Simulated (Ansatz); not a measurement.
Geometry optimisation, Ansatz 0.2.0, RKS PBE0-D4/6-31G*.

Input file:

```yaml
crystal:
  periodic: [false, false, false]
  atoms:
    - { symbol: C, position_ang: [0.6284, -2.1987, -0.3898] }
    - { symbol: Si, position_ang: [1.471, -0.6449, -1.0329] }
    - { symbol: B, position_ang: [3.19752, -0.38479, -0.14488] }
    - { symbol: Cl, position_ang: [3.50612, 1.18824, 0.70239] }
    - { symbol: C, position_ang: [4.3075, -1.49418, -0.29616] }
    - { symbol: Si, position_ang: [4.62567, -2.29404, 1.36443] }
    - { symbol: H, position_ang: [1.2197, -3.0541, -0.5982] }
    - { symbol: H, position_ang: [-0.3587, -2.2298, -0.9251] }
    - { symbol: H, position_ang: [0.4158, -2.0383, 0.7327] }
    - { symbol: H, position_ang: [0.62725, 0.50391, -0.78519] }
    - { symbol: H, position_ang: [1.67852, -0.82235, -2.48276] }
    - { symbol: H, position_ang: [5.27527, -1.04907, -0.68719] }
    - { symbol: H, position_ang: [4.02972, -2.27606, -0.96709] }
    - { symbol: H, position_ang: [3.38298, -2.92352, 1.85751] }
    - { symbol: H, position_ang: [5.0552, -1.30039, 2.32806] }
    - { symbol: H, position_ang: [5.67797, -3.34083, 1.21832] }
basis:
  gaussian: { orbitals: "6-31G*" }
hamiltonian:
  xc: pbe0
  dispersion: d4
relax:
  f_tol: 0.015
  max_steps: 40
```

Run as:

```bash
$ ansatz run input.yaml --threads 2 --pin off --max-ram 3072MiB --backend cpu --events-out ev --progress --plain --runs-dir out
```

Where does it end, and by what steps?

It converged. The force dipped under the threshold on the way, but the program's further checks kept it going. After 29 steps the energy has fallen by 0.411 eV; Cl4 moved furthest, 1.25 Å.

| step | energy less start (eV) | largest force component (eV/Å) | accepted |
| --- | --- | --- | --- |
| 0 | 0.0000 | 1.862 | yes |
| 2 | -0.3335 | 0.702 | yes |
| 4 | -0.3711 | 0.230 | yes |
| 6 | -0.3831 | 0.085 | yes |
| 8 | -0.3872 | 0.045 | yes |
| 10 | -0.3910 | 0.155 | yes |
| 12 | -0.3946 | 0.172 | yes |
| 14 | -0.3999 | 0.070 | yes |
| 16 | -0.4043 | 0.139 | yes |
| 18 | -0.4072 | 0.098 | yes |
| 20 | -0.4091 | 0.063 | yes |
| 22 | -0.4100 | 0.018 | yes |
| 24 | -0.4103 | 0.014 | yes |
| 26 | -0.4105 | 0.016 | yes |
| 28 | -0.4106 | 0.003 | yes |
| 29 | -0.4106 | 0.003 | yes |

```xyz
16
Properties=species:S:1:pos:R:3
C 0.799 -2.386 -0.744
Si 1.394 -0.594 -0.717
B 3.404 -0.432 -0.481
Cl 4.076 1.206 -0.405
C 4.360 -1.631 -0.291
Si 4.386 -2.039 1.568
H 1.266 -2.944 -1.564
H -0.286 -2.440 -0.880
H 1.044 -2.896 0.194
H 0.713 0.152 0.386
H 1.016 0.086 -1.994
H 5.397 -1.433 -0.586
H 3.997 -2.542 -0.785
H 3.001 -2.264 2.067
H 4.996 -0.922 2.336
H 5.177 -3.281 1.791
```

Whether the end is a true minimum wasn't checked by a vibrational analysis.

Time of the run: 2.1 min on 2 threads of Intel(R) Xeon(R) Platinum 8488C (Sapphire Rapids), on a shared host, peak memory 0.35 GiB.
